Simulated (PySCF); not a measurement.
Species: C3H8BN.
Atom-mapped SMILES: `[NH2:1][BH:2][CH:3]1[CH2:4][CH2:5]1` (hydrogens: H6, H7 on N1; H8 on B2; H9 on C3; H10, H11 on C4; H12, H13 on C5)

Level of theory: PBE0-D3(BJ)/def2-SVP geometry optimisation, gas phase (PySCF).

Problem. What internal coordinates does the optimisation give?

Solution. 
```json
{"bond": "N1–B2", "length (pm)": "139.5", "order": "single"}
{"bond": "B2–C3", "length (pm)": "155.5", "order": "single"}
{"bond": "C3–C4, C3–C5", "length (pm)": "151.8", "order": "single"}
{"bond": "C4–C5", "length (pm)": "148.5", "order": "single"}
{"bond": "N1–H6, N1–H7", "length (pm)": "101.1", "order": "single"}
{"bond": "B2–H8", "length (pm)": "121.6", "order": "single"}
{"bond": "C3–H9", "length (pm)": "109.7", "order": "single"}
{"bond": "C4–H10, C5–H13", "length (pm)": "109.4", "order": "single"}
{"bond": "C4–H11, C5–H12", "length (pm)": "109.3", "order": "single"}
```

Bonds in one row agree within 1 pm and their mean is given. Orders are formal, as drawn. A selection of angles:
```json
{"angle": "B2–N1–H6", "degrees": "123.0"}
{"angle": "H6–N1–H7", "degrees": "113.7"}
{"angle": "N1–B2–C3", "degrees": "122.7"}
{"angle": "N1–B2–H8", "degrees": "117.8"}
{"angle": "C3–B2–H8", "degrees": "119.5"}
{"angle": "B2–C3–C4", "degrees": "118.5"}
{"angle": "B2–C3–H9", "degrees": "118.3"}
{"angle": "C4–C3–C5", "degrees": "58.6"}
{"angle": "C4–C3–H9", "degrees": "114.8"}
{"angle": "C3–C4–C5", "degrees": "60.7"}
{"angle": "C3–C4–H10", "degrees": "117.7"}
{"angle": "C3–C4–H11", "degrees": "117.4"}
{"angle": "C5–C4–H10", "degrees": "118.5"}
{"angle": "C5–C4–H11", "degrees": "118.2"}
{"angle": "H10–C4–H11", "degrees": "114.1"}
```

Dihedral angles: N1–B2–C3–C4 147° (anticlinal); B2–C3–C4–C5 107° (anticlinal); B2–C3–C5–C4 -108° (anticlinal).

N1 (boron-bound nitrogen) is planar (angles 123.3°, 123.0° and 113.7°, sum 360.0°, 0.00 Å off the plane of its three neighbours). B2 (three-coordinate boron) is planar (angles 122.7°, 119.5° and 117.8°, sum 360.0°, 0.00 Å off the plane of its three neighbours). The 3 C–C bonds span 1.485 Å (C4–C5, drawn single) to 1.518 Å (C3–C4, drawn single), a spread of 0.033 Å. The 3-membered ring C3–C4–C5 has internal angles of 58.6° to 60.7°.

Point group: Cs (tolerance 0.08 Å). Whether it is a minimum is left open (no frequencies). The numbers are those of one conformer.

The run took 36 s on one thread of an Arm Neoverse V2, on a shared host, and the process peaked at 0.44 GiB of memory. That covers the optimisation of the geometry.
